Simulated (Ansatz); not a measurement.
The cluster Li3Si6, relaxed as a doublet with UKS PBE0-D4/def2-SVP in Ansatz, starting from the GFN1-xTB geometry. Force threshold 0.02 eV/Å.

Another isomer (doublet) lies 0.40 eV lower at PBE0-D4/def2-TZVP; other spin states weren't run for this one.

Start:

```csv
atom,x (Å),y (Å),z (Å)
Li1,-1.5957,1.8440,-0.6486
Li2,-0.6716,1.1362,1.6148
Li3,-2.6857,-0.0545,0.5557
Si4,-1.0508,-0.5298,-1.3646
Si5,1.5777,-0.3153,1.2869
Si6,0.8406,0.9478,-0.7191
Si7,-0.5620,-1.3254,0.8844
Si8,3.0354,-0.1547,-0.6230
Si9,1.1121,-1.5483,-0.9863
```

```csv
step,energy (eV),largest force component (eV/Å),SCF passes
1,-47843.1397,0.984,51
2,-47843.7676,0.589,36
3,-47844.0580,0.352,33
4,-47844.0882,0.744,34
5,-47844.1573,0.265,33
6 (rejected),-47844.1559,0.777,32
7,-47844.1763,0.087,29
8,-47844.1849,0.098,29
9,-47844.1885,0.049,31
10,-47844.1924,0.061,29
11,-47844.1945,0.060,29
12,-47844.2048,0.168,30
13 (rejected),-47844.2043,0.274,30
14,-47844.2053,0.090,31
15,-47844.2215,0.085,27
16,-47844.2475,0.120,30
17,-47844.2712,0.186,29
18,-47844.2960,0.158,26
19,-47844.3121,0.056,29
20,-47844.3148,0.027,30
21,-47844.3151,0.016,30
```

Force components are those of the run's own axes.

End:

```xyz
9

Li   -1.4515    1.8573   -0.9200
Li    0.0668    0.4855    2.9826
Li   -3.0571   -0.5156   -0.0529
Si   -1.0746   -0.8395   -1.5288
Si    1.6554    0.2425    1.1817
Si    0.7494    0.8004   -1.1466
Si   -0.7199   -0.2102    0.7839
Si    2.8809   -0.2109   -0.7993
Si    0.9506   -1.6094   -0.5006
```

Bonds lost: Li1–Li2, Li2–Li3, Li2–Si6 (atoms count from 1). Bonds formed: Li1–Si7, Si6–Si7 (atoms count from 1).

No frequencies were taken in this run, so the end may be a saddle point.

It took 45 s on 4 threads of AMD EPYC 9R45 on a shared host, peak host memory 0.65 GiB.
